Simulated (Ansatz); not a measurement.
A structure relaxed at PBE-D4/def2-SVP in Ansatz, charge 0, singlet:

Cartesian coordinates in Å:
```
P 1.233 -5.317 -0.554
P -3.369 -0.732 -2.100
P -0.066 -2.801 -3.806
P -0.531 -1.736 1.036
P -2.691 1.887 0.399
P 2.466 0.660 1.828
P 0.533 1.069 -1.978
P -1.180 0.727 3.967
P 0.350 4.422 2.054
P 2.986 -1.317 -1.253
Ga -2.046 -1.979 -0.663
Ga -1.503 0.336 1.695
Ga -0.141 -4.158 -1.909
Ga 1.155 0.186 3.736
Ga 2.316 -3.408 -0.814
Ga -1.887 -1.360 -3.757
Ga -1.733 0.917 -1.509
Ga 1.106 -1.105 -2.668
Ga 1.173 -0.221 0.034
Ga -1.101 3.567 0.437
Ga 1.920 2.816 1.240
Ga -0.183 2.752 3.555
Br -2.571 -4.420 -1.208
Br 1.906 -1.646 4.945
Br -1.935 -0.008 -5.644
Br -1.043 4.679 -1.606
Br 3.091 3.698 -0.553
Br 1.747 2.491 5.094
```

Problem. Give its formula.

Solution. Ga12P10Br6.

Problem. Summarise the bond lengths by kind (pairs closer than 1.2 times the sum of covalent radii, bridged metal pairs left out).

Solution. 29 × Ga–P 2.21 to 2.49 Å; 8 × Br–Ga 2.32 to 2.74 Å.

Single mean-field runs in def2-SVP are fitted with def2-universal-jkfit.
